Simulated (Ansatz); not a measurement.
`FC(F)=CC(F)=C(F)F` at its PBE0-D4/def2-TZVP geometry, where that method's forces vanish. Charge 0, multiplicity 1.

```xyz
10

F    -2.8907   -0.5293    0.4435
C    -1.8287    0.0924   -0.0113
F    -2.1798    1.1345   -0.7156
C    -0.5916   -0.3164    0.2351
C     0.6143    0.3149   -0.2294
F     0.5103    1.4198   -0.9729
C     1.8394   -0.1341    0.0359
F     2.0749   -1.2083    0.7541
F     2.9412    0.4320   -0.3801
H    -0.4894   -1.2056    0.8406
```

Q: What forces (eV/Å) does r2SCAN-D4/def2-TZVPP give on these atoms in the Gaussian-basis code of Ansatz? (Estimate.)

A: The calculation gave: 
```
F1  -0.323 -0.175  0.129
C2   0.101 -0.030  0.018
F3  -0.091  0.311 -0.210
C4   0.370 -0.073  0.039
C5  -0.394 -0.262  0.190
F6  -0.027  0.320 -0.217
C7  -0.023  0.031 -0.019
F8   0.065 -0.308  0.206
F9   0.319  0.175 -0.128
H10  0.003  0.010 -0.008
```
